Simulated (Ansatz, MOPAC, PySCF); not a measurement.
Dimer: HF (SMILES F) (first 2 atoms) with CH4O (SMILES CO); geometry from B3LYP-D3(BJ)/def2-TZVP, rigid monomers moved along the line of their centres of mass till H2···O4 is 1.48 Å.
(charge 0, multiplicity 1):
```xyz
8

F      0.0851     0.0129     0.2358
H     -0.2159    -0.0603     1.1336
C      0.5221     0.3914     3.3491
O     -0.5472    -0.1683     2.5753
H      0.2505     0.4436     4.4052
H      0.6811     1.3985     2.9713
H      1.4439    -0.1825     3.2301
H     -0.7222    -1.0682     2.8707
```

Counterpoise-corrected where a basis set is named; no monomer relaxation. Rows marked so take none.

Frozen-core correlation. CBS: X⁻³ extrapolation of the correlation energy, Hartree–Fock from the larger set. Rows in 3-21G carry no dispersion term and start afresh at each structure. The state that PM3, PM6 reach isn't checked.

Codes used: Ansatz (Gaussian orbitals); MOPAC for PM3, PM6 (differences of heats of formation); PySCF for 3-21G rows, the dispersion terms. Values without a source in brackets are computed.

```json
[
 {"level": "PM3", "interaction energy (meV)": "215.9"},
 {"level": "PM6", "interaction energy (meV)": "-105.2"},
 {"level": "HF/3-21G (no counterpoise)", "interaction energy (meV)": "-649.3"},
 {"level": "PBE-D3(BJ)/def2-TZVPPD", "interaction energy (meV)": "-432.4"},
 {"level": "r2SCAN-D4/def2-TZVPPD", "interaction energy (meV)": "-451.1"},
 {"level": "B3LYP/def2-TZVPPD", "interaction energy (meV)": "-383.4"},
 {"level": "B3LYP-D4/def2-TZVPPD", "interaction energy (meV)": "-420.1"},
 {"level": "SCS-MP2/aug-cc-pVDZ", "interaction energy (meV)": "[?]"},
 {"level": "MP2/CBS(aug-cc-pVDZ, aug-cc-pVTZ) + ΔCCSD(T)/aug-cc-pVDZ", "interaction energy (meV)": "-383.6"}
]
```

Complete the blanks.


- SCS-MP2/aug-cc-pVDZ, interaction energy (meV): -289.4

Ansatz is a quantum-chemistry and plane-wave program.
